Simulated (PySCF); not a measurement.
One molecule, one basis, several functionals.

Species: C₃H₈BNSi.
SMILES: `CC#CB[SiH2]N`

Torsions of this conformer, `[CH3:1][C:2]#[C:3][BH:4][SiH2:5][NH2:6]`: C3–B4–Si5–N6 159°, H–N6–Si5–B4 43°, H–N6–Si5–B4 -178°.

PySCF, def2-SVPD basis, density fitting, gas phase, PBE0-D3(BJ)/def2-SVP geometry; singlet excitations by full TDDFT with frozen cores, triplets by Tamm–Dancoff TDDFT and ionisation energies by ΔSCF, from the lowest of the holes tried. One functional is left out:

| functional | exact exchange (%) | HOMO energy (eV) | LUMO energy (eV) | lowest singlet excitation (eV) | lowest triplet excitation (eV) | dipole moment (D) | mean polarisability (au) | vertical ionisation energy (eV) |
| --- | --- | --- | --- | --- | --- | --- | --- | --- |
| LDA | 0 | -5.72 | -3.38 | 2.45 | 2.23 | 1.571 | 100.9 | 8.32 |
| PBE | 0 | -5.63 | -3.16 | 2.57 | 2.29 | 1.501 | 98.9 | 8.21 |
| B3LYP | 20 | -6.69 | -2.43 | 3.07 | 2.67 | 1.398 | 94.5 | 8.61 |
| BHandHLYP | 50 | -8.01 | -1.22 | 3.34 | 2.91 | 1.291 | 89.6 | 8.93 |

**Question.** Predict the row of PBE0 (25 % exact exchange) by straight lines through the other rows, and check it.

**Answer.** 
| property | line | computed | computed − line | B3LYP (20 %), for comparison |
| --- | --- | --- | --- | --- |
| HOMO energy (eV) | -6.86 | -6.89 | -0.03 | -6.69 |
| LUMO energy (eV) | -2.24 | -2.28 | -0.04 | -2.43 |
| lowest singlet excitation (eV) | 2.98 | 3.09 | +0.11 | 3.07 |
| lowest triplet excitation (eV) | 2.62 | 2.61 | -0.01 | 2.67 |
| dipole moment (D) | 1.403 | 1.400 | -0.003 | 1.398 |
| mean polarisability (au) | 94.4 | 93.7 | -0.7 | 94.5 |
| vertical ionisation energy (eV) | 8.62 | 8.64 | +0.02 | 8.61 |

**Question.** Which of these properties follows the share of exact exchange most closely, and which least?

**Answer.** Most closely the HOMO energy, least the lowest singlet excitation; the correlations over the tabulated rows are HOMO energy -0.999, LUMO energy 0.996, vertical ionisation energy 0.983, mean polarisability -0.978, lowest triplet excitation 0.970, dipole moment -0.959, lowest singlet excitation 0.955. The HOMO energy moves by -0.468 eV for every 10 %. Functionals with the same share still differ in their other parts: at 0 % LDA and PBE differ by 0.09 eV in it.
